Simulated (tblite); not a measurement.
Here is a computed GFN2-xTB geometry (Å):
```
atom  x, y, z in Å
C1     2.4998   -0.8942    0.7554
N2     3.0505    0.0370    0.0862
C3     1.9863    0.7091   -0.4823
C4     0.8264    0.1034   -0.0883
C5    -0.5815    0.3741   -0.3668
C6    -1.6029    0.2366    0.7343
C7    -1.5775   -0.7565   -0.3790
O8     1.1832   -0.9464    0.7272
H9     2.1487    1.5564   -1.1145
H10   -0.7128    1.1756   -1.0823
H11   -2.4040    0.9585    0.7701
H12   -1.2487   -0.0779    1.7040
H13   -1.2062   -1.7472   -0.1668
H14   -2.3620   -0.7289   -1.1194
```

Doublet state.

Question: Read off the bonds between heavy atoms and their formal orders.

Answer: C1–N2 1.27 Å (aromatic); N2–C3 1.38 Å (aromatic); C3–C4 1.37 Å (aromatic); C4–C5 1.46 Å (single); C5–C6 1.51 Å (single); C6–C7 1.49 Å (single); C4–O8 1.38 Å (aromatic); C1–O8 1.32 Å (aromatic); C5–C7 1.51 Å (single). Bonds to hydrogen (Å): C3–H9 1.07; C5–H10 1.08; C6–H11 1.08; C6–H12 1.08; C7–H13 1.08; C7–H14 1.08. The orders are those of one drawing; other resonance forms can be drawn.

Question: Give the structure as a SMILES string.

Answer: `[c]1ncc(C2CC2)o1`, C6H6NO.

Question: Which rings does it hold?

Answer: C5–C6–C7 (3 members); C1–N2–C3–C4–O8 (5 members, 0.00 Å rms from planarity).

Question: Classify the heavy atoms.

Answer: C1: carbon bonded to N and O; N2: nitrogen bonded to 2 C; C3: carbon bonded to C, N and H; C4: carbon bonded to 2 C and O; C5: carbon bonded to 3 C and H; C6/C7: carbon bonded to 2 C and 2 H; O8: oxygen bonded to 2 C.

Question: What is the arrangement about N2?

Answer: It has 2 neighbours (C1, C3) and is bent (angle 103.8°).

Question: What is the arrangement about C3?

Answer: It has 3 neighbours (N2, C4, H9) and is planar (angles 130.6°, 120.8° and 108.6°, sum 360.0°, 0.00 Å off the plane of its three neighbours).
